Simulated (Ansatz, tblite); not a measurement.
Spin states of Li3N⁺ (the lowest doublet isomer of a short search), each relaxed with PBE0-D4/def2-TZVP in Ansatz. Electronic energies in the gas phase.

The xTB rows come from tblite. LC-ωPBE has ω = 0.4 bohr⁻¹. B3LYP takes the VWN-RPA correlation. Correlated methods freeze 1 core orbital; core or outer-core shells of Li are correlated, in sets that lack core-valence functions. The structure comes from a short search, and lower isomers may exist.

Doublet geometry (D3h within 0.1 Å):

```
atom    x (Å)    y (Å)    z (Å)
 Li1   0.8226   1.6073   0.2354
 Li2   0.2729  -1.3460   1.1954
 Li3  -1.0955  -0.2612  -1.4307
  N4   0.0001   0.0000   0.0000
```

Quartet geometry:

```
atom   x (Å)   y (Å)   z (Å)
 Li1   0.254  -1.216  -1.959
 Li2   1.073   0.496   1.447
 Li3  -1.369   0.920   0.830
  N4   0.042  -0.199  -0.319
```

⟨S²⟩: doublet 0.75 at PBE0-D4/def2-TZVP (pure 0.75), quartet 3.75 at PBE0-D4/def2-TZVP (pure 3.75).

Only these spin states were relaxed. The quartet has other bonds than the doublet, so the gap mixes isomer and spin.

```json
{"level": "GFN1-xTB", "quartet − doublet (kJ/mol)": "286.6", "lowest of these": "doublet"}
{"level": "GFN2-xTB", "quartet − doublet (kJ/mol)": "303.1", "lowest of these": "doublet"}
{"level": "HF/def2-TZVP", "quartet − doublet (kJ/mol)": "130.6", "lowest of these": "doublet"}
{"level": "HF/def2-TZVPP", "quartet − doublet (kJ/mol)": "130.0", "lowest of these": "doublet"}
{"level": "PBE-D4/def2-TZVP", "quartet − doublet (kJ/mol)": "277.3", "lowest of these": "doublet"}
{"level": "BLYP-D4/def2-TZVP", "quartet − doublet (kJ/mol)": "285.9", "lowest of these": "doublet"}
{"level": "r2SCAN-D4/def2-TZVP", "quartet − doublet (kJ/mol)": "270.4", "lowest of these": "doublet"}
{"level": "B3LYP-D4/def2-TZVP", "quartet − doublet (kJ/mol)": "278.8", "lowest of these": "doublet"}
{"level": "PBE0-D4/def2-TZVP", "quartet − doublet (kJ/mol)": "262.1", "lowest of these": "doublet"}
{"level": "LC-ωPBE/def2-TZVP", "quartet − doublet (kJ/mol)": "269.8", "lowest of these": "doublet"}
{"level": "ωB97X-V/def2-TZVP", "quartet − doublet (kJ/mol)": "280.8", "lowest of these": "doublet"}
{"level": "PBE-QIDH/def2-TZVP", "quartet − doublet (kJ/mol)": "261.3", "lowest of these": "doublet"}
{"level": "RPA@PBE/def2-TZVP", "quartet − doublet (kJ/mol)": "251.9", "lowest of these": "doublet"}
{"level": "MP2/def2-TZVP", "quartet − doublet (kJ/mol)": "272.5", "lowest of these": "doublet"}
{"level": "MP2/def2-TZVPP", "quartet − doublet (kJ/mol)": "274.9", "lowest of these": "doublet"}
{"level": "CCSD/def2-TZVPP", "quartet − doublet (kJ/mol)": "253.7", "lowest of these": "doublet"}
{"level": "CCSD(T)/def2-TZVPP", "quartet − doublet (kJ/mol)": "262.8", "lowest of these": "doublet"}
```

Change of the quartet − doublet gap on mixing in exact exchange, in kJ/mol: PBE to PBE0 (25 % exact exchange) -15.2; BLYP to B3LYP (20 % exact exchange) -7.1.

The xTB methods have no spin-polarisation term.
